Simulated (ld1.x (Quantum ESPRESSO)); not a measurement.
**Plane-wave convergence, TM potential for Zn (Z = 30)**

zinc, norm-conserving Troullier–Martins (Kleinman–Bylander form), made with ld1.x (Quantum ESPRESSO) 7.5 (LDA (PZ), scalar-relativistic). Core [Ar] 3d10, reference 4s2 4p0. Waves: 4p (bound, empty): rc 2.60 bohr; 4s (bound): rc 1.85 bohr. Local part: the s channel. Core correction: none.

The pseudo-atom Hamiltonian at the reference potential is diagonalised in spherical Bessel functions j_l(qr) that vanish at 20 bohr, with q² up to the cutoff. All-electron valence levels (Ry): 4p -0.0907, 4s -0.4576.

Q: How do the lowest levels (Ry) of each channel move with the cutoff, and are there ghosts?

A:

```
cutoff (Ry)     p #1     s #1    d #1    f #1  Σ f·Δε (mRy)
          8  -0.0896  -0.4450  0.0682  0.1157          25.2
         10  -0.0902  -0.4520  0.0682  0.1157          11.1
         15  -0.0906  -0.4545  0.0682  0.1157           6.1
         18  -0.0907  -0.4548  0.0682  0.1157           5.6
         21  -0.0907  -0.4554  0.0682  0.1157           4.3
         25  -0.0907  -0.4562  0.0682  0.1157           2.7
         35  -0.0907  -0.4574  0.0682  0.1157           0.3
         40  -0.0907  -0.4575  0.0682  0.1157           0.2
        400  -0.0907  -0.4576  0.0682  0.1157           0.0
```

Result: no extra level below or beside the all-electron valence levels (p, s, d, f tested); 10 mRy is reached at 12 Ry and 1 mRy at 30 Ry.
